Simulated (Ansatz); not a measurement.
Relaxation of C$_{2}$H$_{5}$ClO$_{2}$Si (11 atoms, charge 0, multiplicity 1), to a largest force component of 0.02 eV/Å in at most 50 steps.

Computed with RKS PBE/6-31G* (Ansatz 0.2.0).

```xyz
11
Properties=species:S:1:pos:R:3:forces:R:3
Cl -2.286 -0.688 1.228 -0.72 -0.18 0.37
C -1.106 -0.144 0.044 1.19 1.05 0.41
C 0.030 -1.143 -0.027 2.95 1.51 1.59
O 1.262 -0.431 -0.577 -1.72 -1.06 -0.11
Si 1.017 1.164 -0.163 0.59 -0.01 0.94
O -0.554 1.140 0.435 -0.64 -0.84 -0.09
H -1.558 -0.029 -0.930 -0.73 -0.01 -0.55
H 0.391 -1.491 0.976 -0.71 0.20 -0.23
H -0.175 -1.993 -0.597 -0.42 -1.57 -1.49
H 1.093 2.029 -1.325 0.23 0.61 -0.68
H 1.951 1.528 0.955 -0.01 0.29 -0.14
```

Where does it end, and by what steps?

The run converged. After 8 steps the energy has fallen by 0.363 eV; H10 moved furthest, 0.28 Å.

```tsv
step	energy less start (eV)	largest force component (eV/Å)	accepted
0	0.0000	2.953	yes
1	-0.2678	1.442	yes
2	-0.3423	0.279	yes
3	-0.3501	0.215	yes
4	-0.3581	0.102	yes
5	-0.3607	0.065	yes
6	-0.3626	0.038	yes
7	-0.3629	0.040	yes
8	-0.3630	0.016	yes
```

```xyz
11
Properties=species:S:1:pos:R:3
Cl -2.195 -0.635 1.417
C -1.105 -0.150 0.036
C 0.090 -1.140 -0.053
O 1.204 -0.428 -0.617
Si 1.047 1.182 -0.151
O -0.609 1.151 0.225
H -1.757 -0.179 -0.853
H 0.338 -1.513 0.959
H -0.152 -1.998 -0.702
H 1.362 2.087 -1.298
H 1.844 1.567 1.058
```

Whether the end is a true minimum wasn't checked by a vibrational analysis.

Time of the run: 23 s on 2 threads of Arm Neoverse V2 (shared host), peak memory 0.15 GiB.
